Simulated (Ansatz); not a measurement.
Consider the hydrogenolysis of a C–O bond: `OC(S)O[SiH3]` + H₂ → `OCS` + `O[SiH3]`.

Calculated with Ansatz (gas phase, PBE0-D4/def2-TZVP geometries, no zero-point term in ΔE). CBS: MP2 limit from def2 TZ/QZ plus the TZ coupled-cluster correction, frozen cores. This one scheme is used for every species. Functionals use def2-TZVPP. Each species was taken in one conformer, which may not be the lowest.

`OC(S)O[SiH3]`:

```xyz
11

O    -1.477   -1.663    0.003
C    -0.569   -0.746    0.498
S     1.048   -1.554    0.687
O    -0.556    0.364   -0.343
Si    0.639    1.518   -0.353
H    -2.239   -1.162   -0.311
H    -0.828   -0.423    1.517
H     1.108   -1.970   -0.590
H     0.011    2.680   -1.025
H     1.033    1.874    1.035
H     1.831    1.081   -1.119
```

H₂:

Z-matrix (Å, degrees):
```
H
H 1 0.746
```

`OCS`:

Z-matrix (Å, degrees):
```
C
S 1 1.793
O 1 1.405 2 110.6
H 1 1.095 2 109.2 3 123.4
H 1 1.097 2 104.5 3 -120.8
H 2 1.343 1 96.4 3 -70.0
H 3 0.962 1 108.1 2 177.5
```

`O[SiH3]`:

```xyz
6

O     0.139    0.322   -1.233
Si   -0.073    0.071    0.382
H     0.357   -0.433   -1.778
H    -1.185   -0.882    0.649
H    -0.395    1.395    0.961
H     1.158   -0.473    1.019
```

CCSD(T)/CBS gives -15.5 kcal/mol.

(1) Another level gave -13.1 kcal/mol. Which?
A. BHLYP/def2-TZVPP
B. CCSD(T)/def2-TZVPP
C. PBE0/def2-TZVPP
D. PBE-D4/def2-TZVPP

Largest T1 diagnostic among the species: 0.012.

## Answers

(1) D. PBE-D4 -13.1, CCSD(T)/def2-TZVPP -15.0, PBE0 -16.6, BHLYP -18.4 kcal/mol.

Leaving LDA and LC-ωPBE aside and taking each functional with its dispersion term where it has one, the values, not all of them listed here, spread over 4.7 kcal/mol, from B2PLYP to revPBE-D4. LDA lies +4.6 kcal/mol from PBE without D4. From PBE to PBE0 (25 % exact exchange), in def2-TZVPP and without D4, ΔE moves by −1.2 kcal/mol. At CCSD(T), def2-SVP lies +5.4 kcal/mol from the extrapolated value and def2-TZVPP +0.5 kcal/mol.
